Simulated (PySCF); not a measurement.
# Working out the ionisation energy of P²⁺

P²⁺ [Ne] 3s2 3p1 (2P) → P³⁺ [Ne] 3s2 (1S). All numbers are calculated (PySCF 2.14, no relativity, point nucleus, in cc-pV(D+d)Z (4s3p2d, 23 functions)). Frozen: [Ne]. Energies in hartree (1 hartree = 27.21139 eV):

```json
{"part": "UHF", "P²⁺ (lower)": "-339.639406", "P³⁺ (upper)": "-338.553028"}
{"part": "CCSD correlation", "P²⁺ (lower)": "-0.059359", "P³⁺ (upper)": "-0.048211"}
{"part": "(T)", "P²⁺ (lower)": "-0.000642", "P³⁺ (upper)": "0.000000"}
```

Q: What does Hartree-Fock give?

A: (-338.553028) − (-339.639406) = 1.086378 hartree = 29.562 eV.

Q: What do CCSD and CCSD(T) give?

A: The CCSD correlation energies differ by 0.011148 hartree = 0.303 eV and the triples by 0.000642 hartree = 0.017 eV, so CCSD gives 29.865 eV and CCSD(T) 29.882 eV.

Reference: 30.203 eV (measured; NIST Atomic Spectra Database, ionization energies), between the lowest levels; spin-orbit coupling is absent from the calculation.

What remains against the reference includes basis incompleteness, the frozen core and higher excitations.
